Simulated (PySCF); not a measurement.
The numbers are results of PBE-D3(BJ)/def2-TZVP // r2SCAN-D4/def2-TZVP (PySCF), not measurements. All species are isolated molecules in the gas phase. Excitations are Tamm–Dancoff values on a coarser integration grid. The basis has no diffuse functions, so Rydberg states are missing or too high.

Reference species (SMILES): `[F][Ga]([SiH3])[SiH3]` (neutral, multiplicity 1).

```yaml
HOMO: -6.38 eV
T1 excitation (TDA): 3.14 eV
S1 oscillator strength: 0.000
```

Changed species: `[F][Ga]([F])[F]` (0 of 3 F replaced by SiH3; the reference has 2 of 3 F replaced by SiH3).

Task: Give the shifts of the HOMO, T1 excitation (TDA) and S1 oscillator strength.

Result: the HOMO falls by 3.28 eV, to -9.66 eV; the T1 excitation (TDA) goes up by 2.96 eV, to 6.10 eV; the S1 oscillator strength stays essentially unchanged.
